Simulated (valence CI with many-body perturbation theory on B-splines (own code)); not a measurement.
The numbers below are computed, except where a source is named.
## Ladder of approximations for Ba40+

Level of theory: valence CI with perturbative core correlation (CI+MBPT): six valence electrons over a frozen Dirac-Fock core [Ne], a basis of 9 s, 9 p, 8 d, 6 f, 3 g, 1 h functions for each j, with the one-electron correlation potential Σ1, the two-electron term Σ2, the three-electron term Σ3, Breit, model QED; selected CI, second order for the rest, scaled by the run's own slope (own B-spline code, finite nucleus).

No measured spectrum was set against this ion. As an estimate, large intervals hold to a few tenths of a per cent, small ones and those within an open d or f shell to about a per cent. Among the levels kept, up to 1100 cm⁻¹ of a level comes from second order outside the variational space, and about a tenth of that is noise between levels of different J, which matters for small intervals.

Each rung adds one term. CI alone is the Dirac-Coulomb CI over the frozen core; QED comes last and gives the full result, which names the levels. Energies are above (3s^2 3p1/2^2 3p3/2^2) J=2 on the same rung, in cm⁻¹.

Levels are named by their leading jj configuration (3d3/2^4 stands for four electrons in 3d with j = 3/2), which in mixed levels can hold well under half, so a name can repeat and another be missing. Letters in brackets count levels of one name in rising energy.

| Level | CI alone |
| --- | --- |
| (3s^2 3p1/2^2 3p3/2^2) J=0 | 107465 |
| (3s^2 3p1/2 3p3/2^3) J=1 | 735238 |
| (3s^2 3p1/2 3p3/2^3) J=2 | 795098 |
| (3s^2 3p1/2^2 3p3/2 3d3/2) J=2 | 1323080 |
| (3s^2 3p1/2^2 3p3/2 3d3/2) J=1 | 1355440 |
| (3s^2 3p1/2^2 3p3/2 3d3/2) J=0 | 1365630 |
| (3s^2 3p1/2^2 3p3/2 3d3/2) J=3 | 1369930 |
| (3s^2 3p1/2^2 3p3/2 3d5/2) J=2 | 1505350 |
| (3s^2 3p1/2^2 3p3/2 3d5/2) J=4 | 1526270 |
| (3s^2 3p3/2^4) J=0 | 1572620 |
| (3s^2 3p1/2^2 3p3/2 3d5/2) J=3 | 1665180 |
| (3s^2 3p1/2^2 3p3/2 3d5/2) J=1 | 1703500 |
| (3s 3p1/2^2 3p3/2^3) J=2 | 1751780 |
| (3s 3p1/2^2 3p3/2^3) J=1 | 1857750 |
| (3s^2 3p1/2 3p3/2^2 3d3/2) J=2 [a] | 2013920 |
| (3s^2 3p1/2 3p3/2^2 3d3/2) J=0 | 2014590 |

(1) What do these energies become with core correlation, Breit and QED?

(2) How does the ionisation energy move along the ladder, and which term matters most?

Answers

(1) (3s^2 3p1/2^2 3p3/2^2) J=0 108075 (+609); (3s^2 3p1/2 3p3/2^3) J=1 728617 (-6621); (3s^2 3p1/2 3p3/2^3) J=2 786575 (-8523); (3s^2 3p1/2^2 3p3/2 3d3/2) J=2 1312570 (-10514); (3s^2 3p1/2^2 3p3/2 3d3/2) J=1 1345160 (-10280); (3s^2 3p1/2^2 3p3/2 3d3/2) J=0 1356890 (-8736); (3s^2 3p1/2^2 3p3/2 3d3/2) J=3 1357360 (-12571); (3s^2 3p1/2^2 3p3/2 3d5/2) J=2 1490880 (-14467); (3s^2 3p1/2^2 3p3/2 3d5/2) J=4 1509050 (-17223); (3s^2 3p3/2^4) J=0 1558020 (-14597); (3s^2 3p1/2^2 3p3/2 3d5/2) J=3 1646400 (-18784); (3s^2 3p1/2^2 3p3/2 3d5/2) J=1 1687420 (-16080); (3s 3p1/2^2 3p3/2^3) J=2 1736860 (-14918); (3s 3p1/2^2 3p3/2^3) J=1 1843010 (-14740); (3s^2 3p1/2 3p3/2^2 3d3/2) J=2 [a] 1995760 (-18162); (3s^2 3p1/2 3p3/2^2 3d3/2) J=0 1997420 (-17177).

(2) CI alone 2997.8, + Σ1 2998.6, + Σ2 2998.8, + Σ3 2998.1, + Breit 2996.2, + QED 2996.1 eV. The largest step is Breit, -2.0 eV. NIST lists 2994 ± 4 eV (theoretical).
